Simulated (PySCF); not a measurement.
Structure problem from calculated spectra and properties.

Elements present: C, Cl, F, H and O. Monoisotopic mass: 147.9903 u.

* 13C NMR: chemical shifts (computed TMS as zero) by class: 128.6 (1 C), 106.4 (1 C), 52.9 (1 C) ppm [GIAO PBE0/pcSseg-1]
* NMR, other nuclei: isotropic shieldings of nuclei other than C and H, by class: 247 (1 O), 280 (1 F), 290 (1 F), 348 (1 F), 730 (1 Cl) ppm [GIAO PBE0/pcSseg-1]
* Dipole: 2.88 D [PBE0/pcSseg-1]
* 1H NMR: chemical shifts (computed TMS as zero) by class: 6.17 (1 H), 3.95 (3 H) ppm [GIAO PBE0/pcSseg-1]
* Rotational structure: rotational constants A, B, C: 2.502, 1.365, 1.065 GHz [GFN2-xTB]

Electronic properties: PySCF, gas phase, density fitting. Levels stand in brackets. Geometry: GFN2-xTB, one conformer, isolated molecule. NMR values are class means; diastereotopic atoms form classes of their own.

Question: Which formula fits the mass and the elements?

Answer: C3H4ClF3O (calculated 147.9903). No other formula that holds each of these elements comes within 0.0003 u with a fitting electron parity and a possible valence count.

Question: Propose a structure and show how it fits.

Answer: Numbering: `[CH3:1][O:2][C:3]([F:4])([F:5])[C@H:6]([F:7])[Cl:8]`. Its formula, C3H4ClF3O, gives 0 degrees of unsaturation, so no ring and no π bond. 3 carbons fall into 3 classes; from least to most shielded: CF2 carbon [C3] (128.6 ppm), sp3 C–F carbon [C6] (106.4 ppm), methoxy carbon [C1] (52.9 ppm). Hydrogen classes from least to most shielded: 1 H on an sp3 C–F carbon, C6 (6.17 ppm), 3 H on a methoxy carbon, C1 (3.95 ppm). The other shieldings belong to: 247 ppm, ether oxygen [O2]; 280 ppm, fluorine of a CF2 group [F5]; 290 ppm, fluorine of a CF2 group [F4]; 348 ppm, alkyl fluorine [F7]; 730 ppm, chlorine on a fluorinated carbon [Cl8]. The optimised geometry has point group C1 and is an asymmetric top. Structure: `COC(F)(F)[C@H](F)Cl` (HC(Cl)(F)CF2OMe). Computed isomers that give other values at the same levels: `FC(F)(F)OCCCl` (13C chemical shifts (computed TMS as zero) by class: 130.8 (1 C), 73.4 (1 C), 49.2 (1 C) ppm). The assignments are read from this structure; whether some other isomer fits the data as well wasn't checked. The mirror image fits equally.

The values belong to the conformer `[CH3:1][O:2][C:3]([F:4])([F:5])[C@H:6]([F:7])[Cl:8]`: C1–O2–C3–F4 -55°, O2–C3–C6–F7 -179°.
